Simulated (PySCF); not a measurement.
In(OMe)(NH2)2 (CH7InN2O), SMILES C[O][In]([NH2])[NH2].

Geometry: B3LYP-D3(BJ)/def2-SVP. The structure was generated by enumeration; whether it is a known compound was not checked. The def2 effective core potentials stand for the cores of In; spin–orbit coupling is left out. The values are those of a single conformer.

Two levels are set side by side: TDDFT-PBE/def2-SVPD (PySCF) and TDDFT-B3LYP/def2-SVPD (PySCF). Vertical, same geometry. The lowest singlet is HOMO→LUMO 98 % with PBE and HOMO→LUMO 95 % with the other functional; states are paired by order. Differences are taken from unrounded values.

```tsv
quantity	TDDFT-B3LYP
lowest singlet excitation (eV)	4.22
lowest triplet excitation (TDA) (eV)	3.72
first bright state (f over 0.05) (eV)	4.47
its oscillator strength	0.05
```

Task: What does TDDFT-PBE give, and how far is it from TDDFT-B3LYP? (The exact figures need the calculation; the answer reports its results.)

Result: 
| quantity | TDDFT-PBE | TDDFT-PBE minus TDDFT-B3LYP |
|---|---|---|
| lowest singlet excitation (eV) | 3.53 | -0.69 |
| lowest triplet excitation (TDA) (eV) | 3.31 | -0.42 |
| first bright state (f over 0.05) (eV) | 4.67 | 0.20 |
| its oscillator strength | 0.05 | 0.00 |

A lower first singlet is the usual sign of a functional without exact exchange. Differences between two approximate levels are no errors against the true value.

Rough cost on one machine, each run with all the roots and properties that it gave: TDDFT-B3LYP against TDDFT-PBE about 4 times.
